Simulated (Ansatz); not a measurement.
`C[O][Ga][F]`, charge 0, multiplicity 2.

(1) Give a relaxed structure at PBE0-D4/def2-TZVP (the Gaussian-basis code of Ansatz). (An estimate is asked.)

Answers

(1) Ansatz gave: 
```xyz
7

C     0.686    0.449    0.250
O     0.494   -0.433   -0.841
Ga   -1.084   -1.237   -1.101
F    -2.356   -0.855    0.069
H     0.971    1.435   -0.130
H    -0.207    0.568    0.873
H     1.497    0.072    0.880
```
Point group Cs.
